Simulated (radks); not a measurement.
Results of a calculation; reference values are marked as such.
Problem. Cl0.5+, 16.5 electrons, occupied as [Ne] 3p(up 2.5, down 2.5) 3s(up 1, down 0.5) (fractional occupations, a model configuration). Level of theory: scalar-relativistic Kohn-Sham, PBEsol, spin-polarised, spherical densities, finite nucleus; Fermi nuclear charge, rms radius 3.3654 fm (a radial shooting solver on a logarithmic mesh with Libxc functionals). Some entries of the table are withheld. Estimate them.

orbital,occ.,eigenvalue (eV),<r^2> (bohr^2)
1s up,1,-2753.767,0.01116
1s down,1,-2753.632,0.01116
2s up,1,-259.0382,0.2351
2s down,1,-258.8943,0.2349
2p up,3,(1),0.2067
2p down,3,(2),0.2065
3s up,1,-26.7447,(3)
3s down,0.5,-26.1250,(4)
3p up,2.5,(5),3.640
3p down,2.5,(6),3.729

Solution. 
(1) 2p up eigenvalue (eV): -198.2727
(2) 2p down eigenvalue (eV): -198.1229
(3) 3s up <r^2> (bohr^2): 2.629
(4) 3s down <r^2> (bohr^2): 2.660
(5) 3p up eigenvalue (eV): -14.3042
(6) 3p down eigenvalue (eV): -13.7893
